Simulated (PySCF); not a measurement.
bromine monochloride (BrCl), SMILES ClBr.

Geometry: B3LYP-D3(BJ)/def2-TZVP.

Two levels are set side by side: PBE/def2-TZVPD (PySCF) and r2SCAN/def2-TZVPD (PySCF). Same geometry, gas phase. Differences are taken from unrounded values.

| quantity | r2SCAN |
|---|---|
| orbital gap (eV) | 2.88 |
| highest occupied level (eV) | -7.42 |
| lowest empty level (eV) | -4.54 |
| dipole moment (D) | 0.46 |
| mean polarisability (bohr³) | 37.9 |

Q: What does PBE give, and how far is it from r2SCAN? (Estimate from the structure and the level; the computed values follow.)

A: 
```tsv
quantity	PBE	PBE minus r2SCAN
orbital gap (eV)	2.51	-0.38
highest occupied level (eV)	-7.12	0.31
lowest empty level (eV)	-4.61	-0.07
dipole moment (D)	0.46	0.00
mean polarisability (bohr³)	39.1	1.1
```

Rough cost on one machine, each run with all the roots and properties that it gave: r2SCAN against PBE about 2 times.
